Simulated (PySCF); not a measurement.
Radial density of Sb³⁺ (antimony, charge +3)

TPSS, [Kr] 4d10 5s2, closed-shell 1S. All numbers are calculated (PySCF 2.14, the spin-free X2C one-electron Hamiltonian (Gaussian nucleus), in x2c-TZVPall (8s6p4d2f, 60 functions)).

| r (bohr) | 4πr²ρ (e/bohr) |
| --- | --- |
| 0.0260 | 62.89 |
| 0.0437 | 57.67 |
| 0.0736 | 80.82 |
| 0.124 | 70.78 |
| 0.208 | 64.33 |
| 0.350 | 51.61 |
| 0.589 | 21.92 |
| 0.991 | 19.26 |
| 1.67 | 4.035 |
| 2.80 | 0.5720 |
| 4.71 | 0.006079 |

Densities and radii are taken from the X2C orbitals without a picture-change correction, which distorts them close to the nucleus.
